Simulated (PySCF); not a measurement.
Worked example: chemical shift, span and skew from a shielding tensor

C₂H₆OSi₂, SMILES [SiH2]1C=C[Si@H]1O. Atoms are numbered in the order given.

```xyz
11

O      1.7672     1.4241    -0.4053
Si     0.4489     0.7650     0.3868
C      0.5251    -1.0358     0.9603
C     -0.5612    -1.6198     0.3886
Si    -1.3433    -0.2922    -0.7230
H      2.0672     0.9656    -1.1992
H      0.1728     1.7415     1.4743
H      1.2055    -1.5701     1.6377
H     -0.8559    -2.6594     0.5873
H     -1.2086    -0.5851    -2.1841
H     -2.7798     0.0281    -0.4596
```

Coordinates come from a B3LYP-D3(BJ)/def2-SVP optimisation. The structure was generated by enumeration; whether it is a known compound was not checked. The values are those of a single conformer.

GIAO shieldings from PySCF with B3LYP/pcSseg-1, non-relativistic, no solvent. The symmetric part of the tensor of C3 has the principal values -107.0, -30.4, 132.4 ppm. The same nucleus in TMS has σ = 181.3 ppm at this level (PySCF, at its B3LYP-D3(BJ)/def2-TZVP geometry).

Question: Work out the isotropic shielding, the ¹³C shift against TMS, the span and the skew.

Answer: 
σ(iso) = (σ11 + σ22 + σ33)/3 = -1.7 ppm. δ = σ(ref) − σ(iso) = 181.3 − (-1.7) = 183.0 ppm.
Span Ω = σ33 − σ11 = 239.4 ppm. Skew κ = 3(σ(iso) − σ22)/Ω = 0.36. Tumbling in solution averages the tensor to δ; in a static solid the shielding alone would spread this spin-1/2 line over Ω.
